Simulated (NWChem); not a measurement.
System: CH₃Si, doublet; SMILES C=[SiH]

The following NWChem deck was run.

```
start job
memory heap 200 mb stack 700 mb global 900 mb
geometry units angstroms noautosym nocenter noautoz
  C     -0.041803     1.115534    -0.067606
  Si    -0.100184    -0.585324     0.225548
  H     -0.925002     1.771532    -0.033104
  H      0.922551     1.602249    -0.302705
  H      1.150350    -1.441124     0.162816
end
basis spherical
  * library def2-svp
end
dft
  odft
  mult 2
  xc m06-2x
  iterations 150
end
cosmo
  do_cosmo_smd true
  solvent hexane
end
task dft energy
```

The geometry was optimised at PBE-D3(BJ)/def2-SVP, spin-unrestricted. No stability test was run on the SCF state. Solvent: n-hexane.

Level: M06-2X/def2-SVP with SMD (1 M gas to 1 M solution), gas-phase geometry. Reactions with the solvent are ignored.

Predict the main results of this run. (M06-2X/def2-SVP, spin-unrestricted, SMD on the gas-phase geometry.) Quantities: solvation free energy (kcal/mol); cavity-dispersion-structure term (kcal/mol); dipole in solution (D).


```
Item                                         Result
-------------------------------------------  ------
solvation free energy (kcal/mol)               -1.0
cavity-dispersion-structure term (kcal/mol)    -0.1
dipole in solution (D)                         0.84
```
